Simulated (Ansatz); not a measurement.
```xyz
8

C     0.665    0.859   -0.715
C     0.910   -0.290   -0.072
Ge   -0.886   -0.550    0.584
S    -1.021    1.394   -0.579
H     1.369    1.463   -1.282
H     1.858   -0.806   -0.015
H    -1.737   -1.682   -0.009
H    -1.159   -0.388    2.087
```

Charge 0, multiplicity 1.

Question: List the PBE/def2-TZVPP orbital energies in eV (Ansatz 0.2.0). (Estimate.)

Answer: Ansatz gave: Occupied: -10804.97, -2395.68, -1338.30, -1191.75, -1191.70, -1191.70, -270.16, -269.08, -208.60, -162.90, -154.75, -154.67, -154.52, -114.42, -114.29, -114.29, -30.21, -30.16, -30.16, -30.10, -30.08, -20.50, -16.69, -14.60, -12.38, -11.74, -9.49, -9.25, -7.71, -7.67, -7.27, -5.33. Lowest empty: -1.39, -1.39, -0.66, 0.24, 1.38, 1.50, 1.82, 2.81.
